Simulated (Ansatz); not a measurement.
Ansatz results at the PBE0-D4/def2-TZVP geometry: HOMO–LUMO gap (B3LYP/def2-TZVPP) 5.30 eV; ideal-gas entropy at 298 K and 1 bar (rigid rotor, harmonic PBE0-D4/def2-TZVP) 466 J/(mol·K); HOMO energy (ωB97M-V/def2-TZVPP) -11.47 eV.

Each molecule was computed in one conformer, which needn't be the lowest.

Problem. Which molecule gave them?
A. `[CH3][Mo](=[O])([F])=[S]`
B. `C[N]=[Mo](=[O])([OH])[OH]`
C. `[OH][Mo]([OH])([OH])([OH])=[S]`
D. `C[O][Mo]([OH])([F])([F])([F])[O]C`

Solution. D. The others give `[OH][Mo]([OH])([OH])([OH])=[S]`: 4.51, 383, -10.50; `C[N]=[Mo](=[O])([OH])[OH]`: 5.89, 381, -9.97; `[CH3][Mo](=[O])([F])=[S]`: 4.20, 351, -10.11.

B3LYP here is the variant with VWN-RPA as its local correlation; programs differ in this.
